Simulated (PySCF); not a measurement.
## Core-level binding energies of `CB(C)N=C=S`

Species: C3H6BNS.
Structure used (PBE0-D3(BJ)/def2-SVP), in Å, numbered top down from 1:
```
atom  x, y, z in Å
B1     0.056    0.062    0.003
C2     1.625    0.037   -0.043
H3     1.983    0.134    1.000
H4     2.040    0.899   -0.588
H5     2.048   -0.895   -0.443
C6    -0.770    1.398    0.023
H7    -0.878    1.723   -1.029
H8    -0.236    2.212    0.538
H9    -1.783    1.294    0.436
N10   -0.650   -1.180    0.025
C11   -1.260   -2.206    0.049
S12   -2.060   -3.562    0.080
```

Computed with delta-SCF UKS SCAN, pcX-2 on the ionised atom, pcseg-1 elsewhere, spin-free X2C (PySCF 2.14.0). Each binding energy is the total energy of the core-ionised species, with the hole localised on one atom, minus that of the ground state; both are solved self-consistently, so orbital relaxation is included.

**Question.** List the computed XPS lines with their assignment.

**Answer.** 
| atom(s) | environment | level | binding energy (eV) | above the level's lowest (eV) | count |
| --- | --- | --- | --- | --- | --- |
| B1 | boron bonded to 2 C and N | B 1s | 196.34 | 0.00 | 1 |
| C2/C6 | carbon bonded to B and 3 H | C 1s | 290.22 | 0.00 | 2 |
| C11 | carbon bonded to N and S | C 1s | 293.22 | +3.00 | 1 |
| N10 | nitrogen bonded to B and C | N 1s | 405.25 | 0.00 | 1 |
| S12 | sulfur bonded to C | S 1s | 2477.10 | 0.00 | 1 |

Lowest listed C 1s: C2/C6, bonded to 3 H and B. Highest, 3.00 eV above it: C11, bonded to N and S.

**Question.** Which photon energy gives electrons from B 1s of B1 a kinetic energy of 100 eV, and what is their de Broglie wavelength?

**Answer.** hν = 196.34 + 100 = 296.34 eV, recoil neglected; λ = 12.264 Å/√(E/eV) = 1.23 Å.

**Question.** What is the longest wavelength that can ionise B 1s of B1 vertically?

**Answer.** λ = hc/E = 12398.42 eV Å / 196.34 eV = 63.148 Å.

Atoms equivalent by their bonding share one computed value, that of the first of them. Not every level is listed. The unrestricted hole states depart most from a pure doublet (⟨S²⟩ = 0.75; over 0.85 named) for B 1s of B1 (0.88), which makes this value less certain. Isolated species at its PBE0-D3(BJ)/def2-SVP geometry, gas phase.

On Arm Neoverse V1, one thread, no GPU, shared host, this took 35 s and 0.55 GiB of memory at its peak.
